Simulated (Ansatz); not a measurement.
`F[Si]O[SiH3]` + `[F][Al]([F])[O][SiH3]` → `[SiH3]O[Si]O[SiH3]` + `[F][Al]([F])[F]`  (redistribution)

Computed with Ansatz on PBE0-D4/def2-TZVP structures; ΔE is electronic, products minus reactants. CCSD(T)/CBS adds triple-zeta CCSD(T) − MP2 to the extrapolated MP2 energy (def2 sets, frozen cores). This one scheme is used for every species. DFT in def2-TZVPP. One conformer a species, not always the lowest.

| species | r2SCAN0 energy (Eh) |
| --- | --- |
| `F[Si]O[SiH3]` | -755.90603 |
| `[F][Al]([F])[O][SiH3]` | -808.81944 |
| `[SiH3]O[Si]O[SiH3]` | -1022.57786 |
| `[F][Al]([F])[F]` | -542.14337 |

(1) Work out ΔE.

Largest T1 diagnostic among the species: 0.014.

## Answers

(1) ΔE = (-1022.57786) + (-542.14337) − (-755.90603) − (-808.81944) = 0.00424 Eh = +11.1 kJ/mol. CCSD(T)/CBS gives +8.3 kJ/mol.

At CCSD(T), def2-SVP lies +3.2 kJ/mol from the extrapolated value and def2-TZVPP +1.4 kJ/mol. In def2-TZVPP, CCSD(T) changes the Hartree–Fock value by −7.4 kJ/mol (the triples alone add −1.8 kJ/mol) and MP2 by −9.5 kJ/mol. Leaving LDA and LC-ωPBE aside and taking each functional with its dispersion term where it has one, the values, not all of them listed here, spread over 8.9 kJ/mol, from revPBE-D4 to CAM-B3LYP-D4.
